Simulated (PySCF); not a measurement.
Can point charges reproduce the dipole moment of `O=C(C(F)(F)F)C(F)(F)F`?

Coordinates (PBE0-D3(BJ)/def2-TZVP, Å) and charges (e) from the PBE0/pcSseg-2 density (PySCF):

```json
{"atom": "O1", "x": "0.102", "y": "-0.446", "z": "1.807", "Mulliken": "-0.2632", "IAO": "-0.2963", "Hirshfeld": "-0.1612", "ESP-fitted": "-0.3115"}
{"atom": "C2", "x": "0.040", "y": "-0.162", "z": "0.657", "Mulliken": "+0.1628", "IAO": "+0.2978", "Hirshfeld": "+0.1274", "ESP-fitted": "+0.2438"}
{"atom": "C3", "x": "1.312", "y": "0.142", "z": "-0.177", "Mulliken": "+0.7023", "IAO": "+0.7891", "Hirshfeld": "+0.2462", "ESP-fitted": "+0.5996"}
{"atom": "F4", "x": "2.314", "y": "0.463", "z": "0.619", "Mulliken": "-0.2094", "IAO": "-0.2536", "Hirshfeld": "-0.0701", "ESP-fitted": "-0.1754"}
{"atom": "F5", "x": "1.645", "y": "-0.943", "z": "-0.874", "Mulliken": "-0.2218", "IAO": "-0.2670", "Hirshfeld": "-0.0797", "ESP-fitted": "-0.1880"}
{"atom": "F6", "x": "1.096", "y": "1.143", "z": "-1.027", "Mulliken": "-0.2212", "IAO": "-0.2693", "Hirshfeld": "-0.0795", "ESP-fitted": "-0.2044"}
{"atom": "C7", "x": "-1.317", "y": "-0.081", "z": "-0.091", "Mulliken": "+0.7028", "IAO": "+0.7892", "Hirshfeld": "+0.2462", "ESP-fitted": "+0.6141"}
{"atom": "F8", "x": "-1.681", "y": "1.196", "z": "-0.198", "Mulliken": "-0.2218", "IAO": "-0.2671", "Hirshfeld": "-0.0798", "ESP-fitted": "-0.1920"}
{"atom": "F9", "x": "-2.247", "y": "-0.736", "z": "0.575", "Mulliken": "-0.2092", "IAO": "-0.2533", "Hirshfeld": "-0.0699", "ESP-fitted": "-0.1798"}
{"atom": "F10", "x": "-1.213", "y": "-0.597", "z": "-1.313", "Mulliken": "-0.2214", "IAO": "-0.2695", "Hirshfeld": "-0.0795", "ESP-fitted": "-0.2064"}
```

Problem. What dipole does each set of charges give (1 e·Å = 4.803 D), and what does the density give?

Solution. The full density gives (-0.03, 0.13, -0.48) D, 0.50 D in size; dipole vectors point from the negative to the positive end.

```tsv
scheme	μx	μy	μz	size (D)	share of the full size (%)	angle to the full dipole (°)
Mulliken	-0.02	0.07	-0.25	0.26	51	2
IAO	0.01	-0.06	0.30	0.31	62	177
Hirshfeld	-0.03	0.10	-0.41	0.42	85	0
ESP-fitted	-0.03	0.11	-0.45	0.46	93	0
```

Problem. Which set comes closest?

Solution. Length of the difference vector: ESP-fitted 0.04 D, Hirshfeld 0.08 D, Mulliken 0.24 D, IAO 0.81 D. Closest: ESP-fitted. 

Problem. What is left for the Hirshfeld atoms' own dipoles?

Solution. The shares of the density sum to the whole, so what Σ q r misses lies in dipoles about the nuclei. The atomic dipoles sum to (-0.03, 0.13, -0.48) − (-0.03, 0.10, -0.41) = (0.00, 0.03, -0.07) D, 0.08 D in size.

Problem. With the origin at the mean of the coordinates, (0.005, -0.002, -0.002) Å, which are the largest single terms, by size, of the IAO dipole along the direction of the full one?

Solution. O1 +2.65, F6 -1.56, F10 -1.55, C2 -0.97, F4 +0.77 D; all 10 atoms together -0.31 D. The single terms depend on the origin, their sum doesn't.

Problem. Give the size of the full dipole in other units.

Solution. 0.50 D = 0.197 au = 0.104 e·Å = 1.67 × 10⁻³⁰ C·m.

Geometry: PBE0-D3(BJ)/def2-TZVP; no solvent, vibrations or thermal averaging.

The values belong to the conformer `[O:1]=[C:2]([C:3]([F:4])([F:5])[F:6])[C:7]([F:8])([F:9])[F:10]`: O1–C2–C3–F4 -20°, O1–C2–C7–F8 101°.
